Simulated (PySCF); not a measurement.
Compound: C5H14NPSi2.
Cartesian coordinates in Å at the GFN2-xTB level; atoms count from 1:
```xyz
23
C5H14NPSi2 angstrom
C     -3.630   -0.650    1.349
C     -2.645    0.169    1.017
C     -1.223   -0.194    1.041
C     -0.187    0.847    1.347
C     -0.305    0.321   -0.049
Si     1.021   -0.822   -0.749
P      0.377   -2.037   -2.526
N      2.352    0.129   -1.309
Si     3.265    1.322   -0.438
H     -3.439   -1.661    1.670
H     -4.661   -0.346    1.316
H     -2.862    1.180    0.697
H     -1.028   -1.196    1.406
H     -0.525    1.855    1.543
H      0.667    0.554    1.939
H     -0.777    0.995   -0.756
H      1.432   -1.762    0.311
H     -0.706   -2.605   -1.887
H     -0.407   -1.047   -3.089
H      2.774   -0.198   -2.163
H      2.338    2.365   -0.003
H      3.909    0.720    0.733
H      4.256    1.821   -1.390
```

Computed at PBE0/pcSseg-1 (PySCF, non-relativistic), with Q(14N) = 0.02044 b: N8, 14N (I = 1): χzz = -3.693 MHz, η = 0.403.

**Question.** Where would the pure quadrupole (NQR) lines of 14N at N8 fall for the rigid, isolated species?

**Answer.** From ν± = (3/4)|χ|(1 ± η/3) and ν0 = |χ|η/2: ν+ 3.141 MHz, ν− 2.397 MHz, ν0 0.744 MHz (nitrogen bridging silicon atoms).

In a crystal, neighbours and librations shift these lines. GFN2-xTB bond lengths can be off by several hundredths of an ångström, more for odd bonds, and the gradients follow them. The small basis limits the accuracy of the gradients.

One conformer stands for the species.
